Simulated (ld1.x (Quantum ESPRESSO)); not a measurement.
**An all-electron radial function and its pseudo partner (lutetium (Lu))**

Columns: radius, all-electron u(r) and pseudo u(r) of the 5d shell (level -1.62 eV) of lutetium in the configuration [Xe] 4f14 5d1 6s2 6p0; BLYP, scalar-relativistic, RRKJ scheme, ld1.x (Quantum ESPRESSO) 7.5.

```tsv
r (bohr)	all-electron	pseudo
0.210	0.0303	0.0052
0.420	-0.2335	0.0385
0.630	-0.0660	0.1146
0.840	0.1821	0.2284
1.050	0.3723	0.3581
1.260	0.4925	0.4760
1.470	0.5588	0.5606
1.680	0.5885	0.6042
1.890	0.5949	0.6124
2.100	0.5867	0.5982
2.310	0.5697	0.5743
2.520	0.5476	0.5483
2.730	0.5226	0.5226
2.940	0.4963	0.4963
3.150	0.4696	0.4696
3.360	0.4431	0.4431
3.570	0.4170	0.4170
3.780	0.3917	0.3917
3.990	0.3673	0.3673
4.200	0.3440	0.3440
4.410	0.3218	0.3218
4.620	0.3007	0.3007
4.830	0.2807	0.2807
5.040	0.2619	0.2619
5.250	0.2442	0.2442
5.460	0.2275	0.2275
```

**Question.** How many radial nodes do the two functions have?

**Answer.** The all-electron 5d function has n − l − 1 = 2; the pseudo-wave has 0, since the states of the same l below it are removed with the core.

**Question.** At about which radius was the pseudo-wave matched?

**Answer.** 2.75 bohr, where the columns begin to agree (steps of 0.21 bohr).

**Question.** Is the pseudo-wave norm-conserving?

**Answer.** Yes: the RRKJ scheme keeps the norm inside the radius equal to the all-electron one, which fixes the energy derivative of the logarithmic derivative at the level.
